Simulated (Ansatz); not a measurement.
The inner images of a band of FH + H7N3OTi (14 atoms, charge 0, multiplicity 1) are given out of order.

Method: RHF/def2-SVP (Ansatz 0.2.0).

First end point:

```xyz
14
Properties=species:S:1:pos:R:3
Ti -0.204 -0.075 -0.130
O -0.212 -0.442 1.670
H -0.637 -0.044 2.413
N 1.560 -0.108 -0.716
H 2.235 -0.706 -0.266
H 1.993 0.465 -1.415
N -0.939 1.607 -0.499
H -1.736 1.775 -1.085
H -0.550 2.478 -0.183
N -1.221 -1.346 -1.050
H -2.061 -1.765 -0.689
H -0.929 -1.826 -1.882
F 1.943 -1.930 1.937
H 1.167 -1.444 2.006
```

Last end point:

```xyz
14
Properties=species:S:1:pos:R:3
Ti 0.062 -0.632 -0.451
O 0.299 0.695 2.975
H -0.428 0.615 3.573
N 1.699 -0.308 -1.285
H 2.399 -1.014 -1.439
H 2.054 0.595 -1.542
N -0.755 0.985 -0.074
H -1.486 1.459 -0.570
H -0.541 1.442 0.800
N -0.990 -1.625 -1.631
H -1.848 -2.085 -1.380
H -0.769 -1.803 -2.594
F 0.285 -1.503 1.101
H 0.428 -0.179 2.628
```

Q: Put them in order from the first end to the last, with their energies above the first end.
A.
```xyz
14
Properties=species:S:1:pos:R:3
Ti -0.019 -0.619 -0.293
O 0.590 0.554 2.604
H -0.309 0.714 2.850
N 1.689 -0.257 -0.948
H 2.420 -0.940 -1.039
H 2.032 0.655 -1.190
N -0.910 1.008 -0.088
H -1.710 1.319 -0.607
H -0.582 1.719 0.542
N -0.977 -1.582 -1.563
H -1.638 -2.297 -1.316
H -0.858 -1.539 -2.558
F 0.024 -1.703 1.138
H 0.657 -0.392 2.578
```
B.
```xyz
14
Properties=species:S:1:pos:R:3
Ti 0.083 -0.552 -0.056
O 0.372 0.270 2.154
H -0.421 0.698 2.446
N 1.771 -0.178 -0.764
H 2.495 -0.868 -0.860
H 1.989 0.637 -1.308
N -0.878 1.094 -0.142
H -1.712 1.228 -0.683
H -0.558 1.972 0.226
N -0.991 -1.486 -1.273
H -1.181 -2.462 -1.138
H -1.272 -1.188 -2.188
F 0.251 -1.990 1.046
H 0.462 -0.534 2.650
```
C.
```xyz
14
Properties=species:S:1:pos:R:3
Ti 0.187 -0.479 -0.027
O -0.079 -0.031 2.125
H -0.776 0.500 2.479
N 1.832 -0.038 -0.796
H 2.620 -0.654 -0.705
H 1.976 0.631 -1.527
N -0.704 1.201 -0.320
H -1.666 1.312 -0.581
H -0.274 2.105 -0.233
N -1.034 -1.488 -1.029
H -1.006 -2.491 -0.986
H -1.529 -1.175 -1.842
F 0.797 -1.941 0.909
H 0.066 -0.812 2.645
```
D.
```xyz
14
Properties=species:S:1:pos:R:3
Ti 0.057 -0.207 0.018
O -0.072 -0.159 2.009
H -0.755 0.081 2.613
N 1.783 0.050 -0.649
H 2.515 -0.604 -0.434
H 2.043 0.643 -1.415
N -0.765 1.376 -0.526
H -1.730 1.471 -0.786
H -0.307 2.269 -0.556
N -1.074 -1.433 -0.832
H -0.946 -2.418 -0.684
H -1.618 -1.263 -1.657
F 0.856 -1.929 1.123
H 0.421 -1.236 1.886
```
E.
```xyz
14
Properties=species:S:1:pos:R:3
Ti -0.120 -0.016 -0.061
O -0.185 -0.317 1.751
H -0.612 0.122 2.470
N 1.662 0.092 -0.624
H 2.362 -0.530 -0.254
H 2.011 0.578 -1.428
N -0.901 1.593 -0.591
H -1.833 1.683 -0.950
H -0.440 2.485 -0.565
N -1.137 -1.368 -0.867
H -1.400 -2.210 -0.385
H -1.223 -1.506 -1.858
F 1.389 -2.313 1.573
H 0.836 -1.654 1.899
```

A: E (+0.07 eV), D (+0.49 eV), C (-0.28 eV), B (-0.32 eV), A (-0.41 eV).

The run took 3.5 min on 4 threads of Arm Neoverse V1, on a shared host, peak memory 0.46 GiB.
